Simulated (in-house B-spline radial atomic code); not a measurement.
Values are calculated unless marked as measured or tabulated.
# Softness against transferability: the 3s channel of S

S, [Ne] 3s2 3p4, non-relativistic LDA (VWN5), spherical and spin-unpolarised, from a B-spline radial code for spherical atoms (atomic units). The all-electron 3s level is ε = -0.630912 hartree, its outermost node lies just inside 0.62 bohr and its outer maximum at 1.42 bohr.

Troullier-Martins pseudo-orbitals are made for several radii. The cutoffs (hartree) are the plane-wave energies beyond which the orbital holds less than the named kinetic energy per electron. The phase error is the difference, pseudo minus all-electron, of arctan(R P'/P) at R = 2.29 bohr for all radii, half a hartree below and above the level.

```
r_c (bohr)  V_l(0) (hartree)  cutoff for 10 mEh  for 1 mEh  for 0.1 mEh  phase error at ε − 0.5 (mrad)  at ε + 0.5 (mrad)
      1.06             -6.77               26.5       58.3          117                           -1.8               -2.5
      1.23              1.48               8.82       25.3           52                           -1.2               -1.4
      1.42              2.81               8.82       23.7           33                           -1.0               -1.2
       1.6              1.80               8.16       21.8           32                           -1.4               -1.7
      1.79              0.72               7.22       18.2         25.1                           -2.7               -3.3
      1.99             -0.07               5.92       14.2         20.2                           -5.5               -6.3
```

**Question.** Which radius needs the lowest cutoff for 0.1 mEh while both phase errors stay within 2.6 mrad?

**Answer.** The radii within that limit are 1.06, 1.23, 1.42, 1.6 bohr; of these r_c = 1.6 needs the least, 32 hartree, that is 64 Ry or 871 eV.

**Question.** What does the larger radius buy, and what does it cost?

**Answer.** From r_c = 1.06 to 1.99 bohr the cutoff for 1 mEh goes from 58.3 to 14.2 hartree, a factor of 4.11, against 3.52 for a pure 1/r_c² scaling, end to end; step by step it is 58.3, 25.3, 23.7, 21.8, 18.2, 14.2, and for 0.1 mEh 117, 52, 33, 32, 25.1, 20.2; the number of plane waves goes as the cutoff to the power 3/2, here a factor of 8.3. The larger of the two phase errors is least at r_c = 1.42 bohr, 1.2 mrad; it is 2.5 at the smallest radius and 6.3 at the largest. These errors test the reference atom alone. The smallest radius lies well inside the outer maximum, where the nodeless form must bend sharply to keep the norm, so it is both harder and scatters less well than the next. Large radii also let the cores of neighbours overlap, which an atom doesn't show.
